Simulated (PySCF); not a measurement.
All of these have the formula C5H7ClO2. Method used: TDDFT PBE0/def2-SVPD, vertical, gas phase, core orbitals frozen in the response in PySCF. Geometries: GFN2-xTB; one conformer of each isolated species. Triplets are in the Tamm–Dancoff approximation.

Problem. Rank by computed lowest singlet excitation energy, lowest first.
A. `C=C(CCl)C(=O)OC`
B. `CC/C(Cl)=C\C(=O)O`
C. `Cl[C@@H]1COC(CC1)=O`
D. `O1C([C@H](CCl)[C@@H]1C)=O`

Solution. B (4.76 eV), A (4.89 eV), C (5.68 eV), D (5.82 eV).

| SMILES | S1 (eV) | first f ≥ 0.01 (nm) | α (au) | T1 (eV) | gap (eV) | S1 mainly |
| --- | --- | --- | --- | --- | --- | --- |
| CC/C(Cl)=C\C(=O)O | 4.76 | 222 | 85.0 | 3.54 | 6.11 | H-1→L (96%) |
| C=C(CCl)C(=O)OC | 4.89 | 218 | 82.1 | 3.70 | 6.51 | H-1→L (83%) |
| O=C1CC[C@H](Cl)CO1 | 5.68 | 162 | 76.5 | 5.12 | 7.94 | H→L+1 (54%) |
| C[C@@H]1OC(=O)[C@@H]1CCl | 5.82 | 161 | 76.7 | 5.29 | 7.84 | H→L (83%) |

H and L stand for HOMO and LUMO.

- `CC/C(Cl)=C\C(=O)O`: Löwdin shares by element: HOMO carbon 52% or more, chlorine 24%, oxygen 9% or more (atoms not listed hold the other 15%); LUMO carbon 61% or more, oxygen 13% or more (atoms not listed hold the other 26%).
- `C=C(CCl)C(=O)OC`: Löwdin shares by element: HOMO carbon 47% or more, chlorine 29%, oxygen 12% or more; LUMO carbon 64% or more, oxygen 10% or more (atoms not listed hold the other 25%).
- `O=C1CC[C@H](Cl)CO1`: Löwdin shares by element: HOMO oxygen 70%, carbon 20% or more; LUMO carbon 26% or more, chlorine 20%, oxygen 12% or more (atoms not listed hold the other 42%).
- `C[C@@H]1OC(=O)[C@@H]1CCl`: Löwdin shares by element: HOMO oxygen 60%, carbon 13% or more, chlorine 12%; LUMO oxygen 31%, carbon 23% or more, chlorine 18% (atoms not listed hold the other 28%).
